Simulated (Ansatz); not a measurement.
Computed with Ansatz.

Basis-set series for ClF₂Ga, SMILES `[F][Ga]([F])[Cl]`. Total charge 0; spin multiplicity 1. Geometry: relaxed with PBE0-D4/def2-TZVP.

```csv
functional,basis,functions,energy (Eh),HOMO (eV),LUMO (eV)
PBE0-D4,def2-SVP,78,-2583.73277,-9.95,-2.03
PBE0-D4,def2-TZVPP,152,-2584.39135,-10.09,-2.14
ωB97M-V,def2-SVP,78,-2584.15468,-12.20,-0.01
ωB97M-V,def2-TZVPP,152,-2584.81464,-12.39,-0.16
```

**Question.** Give the rows for def2-QZVPP. (An estimate is asked.)

**Answer.** The calculation gave: 
```
functional       basis  functions  energy (Eh)  HOMO (eV)  LUMO (eV)
   PBE0-D4  def2-QZVPP        273  -2584.46069     -10.12      -2.24
   ωB97M-V  def2-QZVPP        273  -2584.88087     -12.44      -0.39
```

Scalar relativity is left out up to krypton.
